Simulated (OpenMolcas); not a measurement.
**P³⁺: RASPT2 settings compared**

```yaml
Program: OpenMolcas 26.06
Basis: ANO-RCC-VTZP [5s4p2d1f]
Scalar_Hamiltonian: X2C, point nucleus
Active_space: 2 electrons in 9 orbitals (RAS2 3s 3p; RAS3 3d, at most 2 electrons)
State_averaging: 2S+1 = 3 even, 3 roots; 2S+1 = 1 even, 7 roots; 2S+1 = 3 odd, 3 roots; 2S+1 = 1 odd, 3 roots
Spin-orbit_coupling: RASSI with atomic mean-field integrals over the reference wave functions, term energies averaged over their components
```

Methods on the same reference wave functions:
A. RASSCF
B. SS-RASPT2, IPEA 0.1 Eh, imaginary shift 0.3 Eh (closed shells correlated: 2s 2p)
C. SS-RASPT2, IPEA 0.1 Eh, real shift 0.5 Eh (closed shells correlated: 2s 2p)
D. MS-RASPT2, IPEA 0.1 Eh, real shift 0.5 Eh (closed shells correlated: 2s 2p)
E. XMS-RASPT2, IPEA 0.3 Eh, sigma2 regulariser 0.3 Eh (closed shells correlated: 2s 2p)

Energies in cm-1 above 3s2 1S0, the measured ground level; measured values from Martin, Zalubas and Musgrove, J. Phys. Chem. Ref. Data 14, 751 (1985).

| Level | A | B | C | D | E | Measured |
| --- | --- | --- | --- | --- | --- | --- |
| 3s2 1S0 | 0.0 | 0.0 | 0.0 | 0.0 | 0.0 | 0.0 |
| 3s 3p 3P* 0 | 66009 | 67040 | 67020 | 67030 | 67160 | 67918 |
| 3s 3p 3P* 1 | 66208 | 67240 | 67220 | 67230 | 67360 | 68146 |
| 3s 3p 3P* 2 | 66611 | 67640 | 67620 | 67640 | 67760 | 68615 |
| 3s 3p 1P* 1 | 106546 | 106140 | 106160 | 106170 | 106210 |  |
| 3p2 1D2 | 156531 | 157670 | 157670 | 157680 | 157790 | 158142 |
| 3p2 3P0 | 163608 | 164680 | 164670 | 164680 | 164800 | 164941 |
| 3p2 3P1 | 163811 | 164890 | 164870 | 164880 | 165010 | 165185 |
| 3p2 3P2 | 164208 | 165280 | 165270 | 165280 | 165400 | 165654 |

Deviations, from unrounded energies. A percentage is the sum of absolute deviations over the sum of measured energies, with the sign that they share, or ± where signs differ.

| Against measurement | Levels | A | B | C | D | E |
| --- | --- | --- | --- | --- | --- | --- |
| mean absolute deviation (cm-1) | 7 | 1700 | 590 | 610 | 600 | 480 |
| other configurations (%) | 7 | -1.4 | -0.5 | -0.5 | -0.5 | -0.4 |

E lies closest to measurement on these levels and A furthest from it. The largest miss of E in the table is 3s 3p 3P* 2, by -860 cm-1. The ranking rests on the paired levels alone, and a cruder setting can come out closer through cancelling errors.

Among B to E the level of the table that moves most is 3p2 3P1, by 140 cm-1 (lowest in C, highest in E). Moves below CASPT2's spread within the term are not significant.

The lowest spin-free term lies below A's lowest term by 0.020 hartree in B, 0.020 hartree in C, 0.020 hartree in D, 0.021 hartree in E.

Term energies are means over components that CASPT2 splits; among the terms shown or strongly mixed into the levels shown the widest spread is 15 cm-1 (3p2 1D, E). Active for correlation alone: 3d; no level in the range computed is led by a configuration that fills it, so any true level of that kind is missing. Some terms mix strongly with configurations of 3d, whose occupation reaches 0.27 (3p2 1D). Measured partners are found by configuration, term and J. A level has none where our copy of the source lacks it or the pairing is in doubt (some pairs that miss far off the trend of their configuration count as doubtful), and it then counts in no deviation. Only configurations of the active space appear. The table leaves out levels that lie high or whose names do not pair safely across all columns.

* marks odd parity.
